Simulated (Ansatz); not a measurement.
## A geometry optimisation of F2HInSi2+ with B3LYP-D3(BJ)/def2-SVP

The starting geometry of this gas-phase doublet was optimised with GFN2-xTB.

```xyz
6

F    -3.3067   -0.5399   -0.1629
F    -0.9237    0.4503    0.2423
In   -1.6539   -1.7942    1.3183
Si   -3.6362    0.8869   -1.1930
Si   -1.5566    1.6873   -0.8009
H    -0.2652    2.3762   -0.6783
```

**Question.** Predict what becomes of its bonds when it is optimised with B3LYP-D3(BJ)/def2-SVP.

**Answer.** It keeps its bonds.

The energy falls by 0.49 eV over 10 steps:

```tsv
step	E − E(last) (eV)
1	0.493
2	0.137
3	0.053
4	0.031
5	0.018
6	0.009
7	0.000
8	0.000
9	0.000
10	0.000
```

Final geometry (Å):

```
atom    x (Å)    y (Å)    z (Å)
   F  -3.3754  -0.5326  -0.1988
   F  -0.7210   0.3945   0.3601
  In  -1.7926  -1.7913   1.2601
  Si  -3.6440   0.8678  -1.1839
  Si  -1.4227   1.5400  -0.6512
   H  -0.3866   2.5883  -0.8608
```

Frequencies at the end are all real (lowest 43 cm⁻¹). Open shells are spin-unrestricted. Atoms past krypton carry core potentials, without spin–orbit terms. Run with Ansatz 0.2.0, 59 s on 2 threads of Intel(R) Xeon(R) Platinum 8259CL CPU @ 2.50GHz (Skylake/Cascade Lake), with other jobs on the host.
